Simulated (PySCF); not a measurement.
MoF6, SMILES [F][Mo]([F])([F])([F])([F])[F], multiplicity 1. Coordinates come from a B3LYP-D3(BJ)/def2-SVP optimisation. The spin state was assumed, not searched. The isomer is the one that the SMILES or the coordinates give; other isomers of the formula were not compared. The def2 effective core potentials stand for the cores of Mo; spin–orbit coupling is left out.

These are PySCF with B3LYP-D3(BJ)/def2-SVP values and carry that method's errors.

Harmonic wavenumbers (cm⁻¹): 129, 129, 129, 260, 260, 260, 310, 310, 310, 663, 663, 744, 760, 760, 760. Rotational constants (GHz): 1.989, 1.989, 1.989; symmetry number 24.

### Question
Work out the zero-point energy and the ideal-gas rigid-rotor harmonic-oscillator thermochemistry at 298.15 K and 1 atm.

### Answer
ZPE = ½ Σ hcν = ½ × 6446 cm⁻¹ = 9.21 kcal/mol. H − E(el) = 14.92 kcal/mol. Entropy in cal/(mol K): translation 41.93, rotation 21.79, vibration 19.66, total 83.38. G − E(el) = -9.94 kcal/mol. Cp = 28.63 cal/(mol K). Modes under 150 cm⁻¹ make the vibrational entropy uncertain.
